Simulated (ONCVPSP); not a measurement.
# Configuration tests for K (Z = 19) (ONCV)

* Element: potassium
* Generator: ONCVPSP 4.0.1
* Type: optimised norm-conserving Vanderbilt (ONCV)
* Functional: LDA (Perdew-Zunger)
* Relativity: scalar-relativistic
* Frozen core: [Ne]
* Valence charge: 9
* Reference configuration: 3s2 3p6 4s1
* Partial waves: 3s+4s: rc 1.90 bohr, ncon 4, nbas 9, qcut 8.1 1/bohr, 2 projectors; 3p: rc 1.70 bohr, ncon 4, nbas 7, qcut 7.6 1/bohr, 2 projectors, debl 1.9 Ha; d scattering state at 0.45 Ha: rc 1.65 bohr, ncon 4, nbas 9, qcut 6.7 1/bohr, 2 projectors, debl 3.4 Ha
* Local potential: polynomial inside 1.25 bohr (lpopt 5, dvloc0 4 Ha)
* Core correction: Teter function, fcfact 3, rcfact 1.7

Energies are relative to the spin-unpolarised reference configuration 3s2 3p6 4s1; without spin polarisation the order of configurations can differ from experiment.

Task: Give the all-electron excitation energy and the error of the potential for: 3s2 3p6 4s0; 3s2 3p6 4s0.5; 3s2 3p6 4s0 4p1; 3s2 3p5 4s1.

Result:

| valence configuration | charge | ΔE all-electron (eV) | error AE − PS (meV) |
| --- | --- | --- | --- |
| 3s2 3p6 4s0 | +1 | 4.407 | -0.1 |
| 3s2 3p6 4s0.5 | +0.5 | 1.710 | 0.0 |
| 3s2 3p6 4s0 4p1 | 0 | 1.630 | 0.0 |
| 3s2 3p5 4s1 | +1 | 24.962 | -0.7 |

Levels in the configuration 3s2 3p6 4s0:

```json
{"level": "3s", "all-electron (eV)": "-41.356", "pseudo (eV)": "-41.358"}
{"level": "3p", "all-electron (eV)": "-24.971", "pseudo (eV)": "-24.971"}
```
